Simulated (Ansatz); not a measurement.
`CB([SiH3])BS` + HCl → `CB([SiH3])BCl` + H₂S  (ligand exchange at a B–S bond)

Computed with Ansatz on PBE0-D4/def2-TZVP structures; ΔE is electronic, products minus reactants. CCSD(T)/CBS is the MP2 limit (def2-TZVPP, def2-QZVPP) plus CCSD(T) − MP2 in def2-TZVPP, frozen cores. This one scheme is used for every species. Functionals use def2-TZVPP. Each species was taken in one conformer, which may not be the lowest.

```csv
level,ΔE (eV)
r2SCAN-D4,0.08
MP2/def2-TZVPP,0.06
MP2/def2-QZVPP,0.06
HF/CBS(def2),-0.09
```

Task: What does CCSD(T)/CBS give? (Best estimate.)

Result: Computed: +0.05 eV. The listed levels differ from it by 0.03, 0.01, 0.01, -0.14 eV.

Largest T1 diagnostic among the species: 0.014.

In def2-TZVPP, CCSD(T) changes the Hartree–Fock value by +0.14 eV (the triples alone add +0.02 eV) and MP2 by +0.14 eV.
